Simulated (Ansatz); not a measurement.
`C[N]([SiH3])[InH2]` + `[AsH3]` → `[AsH2][InH2]` + `CN[SiH3]`  (ligand exchange at the In–N bond)

Calculated with Ansatz (gas phase, PBE0-D4/def2-TZVP geometries, no zero-point term in ΔE). CBS: MP2 limit from def2 TZ/QZ plus the TZ coupled-cluster correction, frozen cores. Functionals use def2-TZVPP. HSE06 is defined as in plane-wave codes. Elements past krypton have def2 core potentials. For As, In outer-core shells are correlated without core-valence functions, which leaves a few kJ/mol of doubt a bond. Scalar relativity is left out up to krypton.

(1) Is it downhill or uphill in electronic energy at CCSD(T)/CBS, and by how much? (An estimate is asked.)

(2) What do these levels give: HSE06-D4, ωB97X-V, ωB97M-V, PBE-QIDH, r2SCAN, r2SCANh, HF/def2-SVP, SCS-MP2/def2-TZVPP, MP2/def2-QZVPP, HF/CBS(def2), MP2/CBS(def2), CCSD/CBS(def2)? (An estimate is asked.)

Largest T1 diagnostic among the species: 0.015.

Answers

(1) Computed: Downhill: ΔE = -35.9 kJ/mol.

(2) The calculation gave: HSE06-D4 -52.2, ωB97X-V -42.4, ωB97M-V -44.9, PBE-QIDH -48.2, r2SCAN -45.6, r2SCANh -48.7, HF/def2-SVP -57.8, SCS-MP2/def2-TZVPP -34.4, MP2/def2-QZVPP -35.3, HF/CBS(def2) -59.6, MP2/CBS(def2) -36.5, CCSD/CBS(def2) -40.6 kJ/mol.

From BLYP to BHLYP (50 % exact exchange), in def2-TZVPP and without D4, ΔE moves by −7.6 kJ/mol. Leaving LDA and LC-ωPBE aside and taking each functional with its dispersion term where it has one, the values, not all of them listed here, spread over 15.9 kJ/mol, from HSE06-D4 to B97M-V. LDA lies +7.9 kJ/mol from PBE without D4. At CCSD(T), def2-SVP lies +5.0 kJ/mol from the extrapolated value and def2-TZVPP +1.7 kJ/mol.
